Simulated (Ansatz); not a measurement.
Consider the silylene formation by 1,1-elimination: `CN[SiH](F)S` → CH₃NH₂ + `F[Si]S`.

Program: Ansatz. Geometries: PBE0-D4/def2-TZVP. ΔE: electronic, gas phase. CCSD(T)/CBS is the MP2 limit (def2-TZVPP, def2-QZVPP) plus CCSD(T) − MP2 in def2-TZVPP, frozen cores. This one scheme is used for every species. DFT in def2-TZVPP. Each species was taken in one conformer, which may not be the lowest.

| level | ΔE (kJ/mol) |
| --- | --- |
| BLYP | 164.1 |
| BHLYP | 214.3 |

Task: What does CCSD(T)/CBS give? (An estimate is asked.)

Result: Computed: +218.4 kJ/mol. The listed levels differ from it by -54.3, -4.1 kJ/mol.

Largest T1 diagnostic among the species: 0.015.

At CCSD(T), def2-SVP lies −19.1 kJ/mol from the extrapolated value and def2-TZVPP −4.7 kJ/mol. From BLYP to BHLYP (50 % exact exchange), in def2-TZVPP and without D4, ΔE moves by +50.2 kJ/mol.

CCSD(T)/CBS has its own doubt, a few kJ/mol and more with outer-core shells, so smaller differences from it don't rank the levels.
